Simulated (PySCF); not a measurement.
AlH2Cl, SMILES [AlH2][Cl]. Heavy atoms are numbered as in [AlH2:1][Cl:4]. Hydrogens are named by the atom that carries them.

Geometry optimised at B3LYP-D3(BJ)/def2-TZVP.

Level of theory: PBE0/pcSseg-2 run with PySCF.

GIAO shieldings, no solvent; atoms alike by connectivity are averaged. δ = σ(ref) − σ: ¹H against TMS (σ = 31.54 ppm); ³⁵Cl against HCl (σ = 943.3 ppm), references at their B3LYP-D3(BJ)/def2-TZVP geometries, non-relativistic (without spin–orbit terms, shifts of atoms bonded to Cl or Br come out too high).

Computed chemical shifts:
```tsv
nucleus	atoms	count	δ (ppm)
¹H	H on Al1	2	5.28
³⁵Cl	Cl4	1	75.2
```
